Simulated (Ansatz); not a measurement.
Wavefunction ladder for CH₇ClGeSi (`Cl[SiH2][CH2][GeH3]`)

| atom | x (Å) | y (Å) | z (Å) |
| --- | --- | --- | --- |
| Cl1 | 1.779 | -0.542 | -2.783 |
| Si2 | 0.799 | 0.447 | -1.262 |
| C3 | 0.057 | -0.761 | -0.070 |
| Ge4 | -0.904 | 0.096 | 1.414 |
| H5 | 1.796 | 1.313 | -0.588 |
| H6 | -0.251 | 1.286 | -1.888 |
| H7 | 0.845 | -1.391 | 0.353 |
| H8 | -0.642 | -1.415 | -0.597 |
| H9 | 0.054 | 0.999 | 2.207 |
| H10 | -2.058 | 0.951 | 0.864 |
| H11 | -1.474 | -0.982 | 2.349 |

Total charge 0; spin multiplicity 1. Correlated methods include outer-core shells of Ge, which these sets cover unevenly. Scalar relativity is left out up to krypton. The geometry is a stationary point of PBE0-D4/def2-TZVP. It is one conformer, not always the lowest. Frozen core, restricted reference, Ansatz 0.2.0.

| basis | HF (Eh) | MP2 corr. | CCSD corr. | (T) | CCSD(T) total |
| --- | --- | --- | --- | --- | --- |
| def2-SVP | -2865.26657 | -0.61303 | -0.66432 | ? | ? |
| def2-TZVPP | -2865.83895 | ? | ? | ? | ? |
| def2-QZVPP | -2865.90497 | -1.06112 | – | – | – |

(1) Fill in the withheld values. (An estimate is asked.)

Answers

(1) Computed: def2-SVP (T): -0.01755; def2-SVP CCSD(T) total: -2865.94844; def2-TZVPP MP2 corr.: -0.75694; def2-TZVPP CCSD corr.: -0.81158; def2-TZVPP (T): -0.03082; def2-TZVPP CCSD(T) total: -2866.68135.
